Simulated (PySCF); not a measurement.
C$_{2}$H$_{7}$O, charge +1, singlet, at a GFN2-xTB geometry. Base run: PySCF with SVWN5/STO-3G.

PySCF was given this input:
```python
from pyscf import gto, scf, dft

mol = gto.Mole()
mol.atom = '''
    C     1.229002   -0.376044   -0.006615
    C     0.082470    0.601032   -0.001554
    O    -1.187187   -0.179769   -0.072140
    H    -1.974657    0.385114    0.075086
    H     0.076743    1.220246    0.897416
    H     0.082282    1.229470   -0.893188
    H     2.164696    0.175836   -0.029370
    H     1.232477   -0.994834    0.888186
    H     1.195690   -1.010221   -0.888520
    H    -1.148565   -0.917390    0.576526
'''
mol.basis = 'sto-3g'
mol.charge = 1
mol.spin = 0
mol.verbose = 4
mol.build()

mf = dft.RKS(mol)
mf.xc = 'lda,vwn'
mf.kernel()
```

Each row names what was changed in the base input (with any setting that the change needs).

| change | E (Eh) | HOMO (eV) | HOMO-LUMO gap (eV) | core-seconds (rough) | outcome |
|---|---|---|---|---|---|
| base | -152.08551 | -13.14 | 9.40 | 2 | converged |
| functional = revpbe | -153.37082 | -13.46 | 9.56 | 3 | converged |
| functional = pw6b95 | -153.59967 | -15.22 | 12.95 | 4 | converged |
| functional = b3lyp; dispersion = d3bjm | -153.41953 | -14.82 | 12.14 | 3 | converged |
| functional = mn15 | [?] | [?] | [?] | 4 | converged |
| functional = m06l | -153.36571 | -13.76 | 10.45 | 4 | converged |
| functional = b97m_v | - | - | - | - | cut at the time limit |
| functional = camb3lyp | [?] | [?] | [?] | 5 | converged |
| functional = bp86 | -153.40490 | -13.53 | 9.54 | 3 | converged |
| functional = b3lyp5 | -153.31389 | -14.72 | 12.14 | 3 | converged |
| functional = scan | [?] | [?] | [?] | 5 | converged |
| functional = x3lyp | -153.33564 | -14.86 | 12.36 | 3 | converged |
| functional = tpssh | -153.44669 | -14.37 | 11.41 | 5 | converged |

Task: Some entries are withheld; supply them.

Result: 
- functional = mn15, E (Eh): -152.58363
- functional = mn15, HOMO (eV): -15.75
- functional = mn15, HOMO-LUMO gap (eV): 14.43
- functional = camb3lyp, E (Eh): -153.32555
- functional = camb3lyp, HOMO (eV): -16.47
- functional = camb3lyp, HOMO-LUMO gap (eV): 15.60
- functional = scan, E (Eh): -153.35666
- functional = scan, HOMO (eV): -13.84
- functional = scan, HOMO-LUMO gap (eV): 10.57

Absolute energies of different levels of theory aren't comparable as measures of quality.
